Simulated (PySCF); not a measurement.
Several orderings of computed values.

All species are isolated and taken at one optimised geometry, non-relativistic unless stated; the electronic structure was computed with PySCF and density fitting.

Dipoles, sizes and rotational constants follow the conformer. The torsions of the flexible species, by atom-mapped SMILES:
- `[CH3:1][SiH2:2][c:3]1[cH:4][cH:5][c:6]([NH2:7])[o:8]1`: C1–Si2–C3–C4 128°, H–N7–C6–C5 -163°, H–N7–C6–C5 -31°
- `[Cl:1][C:2]([Cl:3])([Cl:4])[CH:5]1[SiH2:6][CH2:7][SiH2:8]1`: Cl1–C2–C5–Si6 -52°
- `[CH3:1][CH2:2][O:3][SiH2:4]/[CH:5]=[CH:6]/[C:7]#[N:8]`: C1–C2–O3–Si4 180°, C2–O3–Si4–C5 180°, O3–Si4–C5–C6 0°
- `[CH2:1]=[CH:2][C@:3]([CH3:4])([NH2:5])[CH2:6][SiH3:7]`: C1–C2–C3–C4 118°, C2–C3–C6–Si7 156°, H–N5–C3–C2 -49°, H–N5–C3–C2 71°
- `[SiH3:1][CH2:2][CH2:3][c:4]1[n:5][cH:6][cH:7][o:8]1`: Si1–C2–C3–C4 -57°, C2–C3–C4–N5 -87°
- `[NH2:1][CH2:2][c:3]1[cH:4][o:5][c:6]([SiH3:7])[cH:8]1`: N1–C2–C3–C4 -80°, H–N1–C2–C3 -58°, H–N1–C2–C3 60°

The conformers of `C[Si@H](O)N[SiH](N)N`, `O[Si@]1(O[SiH3])OCCS1`, `[SiH3]NN1CCCC1` and `C[C@@H]1CCNN1[SiH3]` aren't listed.

Problem. Rank by dipole moment, lowest first (CAM-B3LYP/def2-SVPD at GFN2-xTB geometries).
A. `[SiH3]CCc1ncco1`
B. `C=C[C@](C)(N)C[SiH3]`
C. `[SiH2](/C=C/C#N)OCC`
D. `ClC(Cl)(Cl)C1[SiH2]C[SiH2]1`
E. `C[SiH2]c1ccc(N)o1`

Solution. A (0.95 D), B (2.03 D), E (2.19 D), D (2.50 D), C (5.38 D).

Problem. Give the two extremes of that set in atomic units.

Solution. `[SiH3]CCc1ncco1`: 0.38 au; `CCO[SiH2]/C=C/C#N`: 2.12 au.

Problem. Rank by lowest triplet excitation (Tamm–Dancoff), highest first (TDA CAM-B3LYP/def2-SVPD at GFN2-xTB geometries).
A. `C[Si@H](O)N[SiH](N)N`
B. `[SiH3]NN1CCCC1`
C. `NCc1coc([SiH3])c1`
D. `C=C[C@](C)(N)C[SiH3]`
E. `O[Si@]1(O[SiH3])OCCS1`

Solution. A (6.41 eV), B (5.83 eV), E (5.12 eV), D (4.57 eV), C (3.76 eV).

Problem. Rank by lowest singlet excitation, highest first (TDDFT CAM-B3LYP/def2-SVPD at GFN2-xTB geometries).
A. `C=C[C@](C)(N)C[SiH3]`
B. `NCC1=COC([SiH3])=C1`
C. `C[SiH2]c1ccc(N)o1`
D. `[SiH3]CCC1=NC=CO1`

Solution. A (6.79 eV), D (6.29 eV), B (5.72 eV), C (5.13 eV).

Problem. Rank by smallest rotational constant, highest first (GFN2-xTB).
A. `C=C[C@](N)(C[SiH3])C`
B. `[SiH3]CCc1ncco1`
C. `c1([SiH3])cc(CN)co1`
D. `C[SiH2]c1ccc(N)o1`
E. `CCO[SiH2]/C=C/C#N`

Solution. A (1.233 GHz), B (1.025 GHz), D (0.851 GHz), C (0.764 GHz), E (0.602 GHz).

Problem. By how much do the two ends of that ranking differ?

Solution. By 0.631 GHz, between `C=C[C@](C)(N)C[SiH3]` and `CCO[SiH2]/C=C/C#N`.

Problem. Rank by HOMO energy, highest first (CAM-B3LYP/def2-SVPD at GFN2-xTB geometries).
A. `O[Si@]1(O[SiH3])OCCS1`
B. `[SiH3]NN1CCCC1`
C. `C[C@@H]1CCNN1[SiH3]`
D. `CCO[SiH2]/C=C/C#N`
E. `C[SiH2]c1ccc(N)o1`

Solution. E (-6.83 eV), C (-7.34 eV), B (-7.94 eV), A (-8.21 eV), D (-9.51 eV).

Problem. Give the two extremes of that set in hartree.

Solution. `CCO[SiH2]/C=C/C#N`: -0.349 Eh; `C[SiH2]c1ccc(N)o1`: -0.251 Eh.

Problem. Rank by static isotropic polarisability, lowest first (CAM-B3LYP/def2-SVPD at GFN2-xTB geometries).
A. `ClC(Cl)(Cl)C1[SiH2]C[SiH2]1`
B. `C[C@@](C[SiH3])(C=C)N`
C. `[SiH3]CCc1ncco1`
D. `C[SiH2]c1ccc(N)o1`
E. `[SiH3]NN1CCCC1`

Solution. E (89.0 au), C (90.8 au), B (96.0 au), D (98.2 au), A (124.3 au).

Problem. By how much do the two ends of that ranking differ?

Solution. By 35.3 au, between `ClC(Cl)(Cl)C1[SiH2]C[SiH2]1` and `[SiH3]NN1CCCC1`.
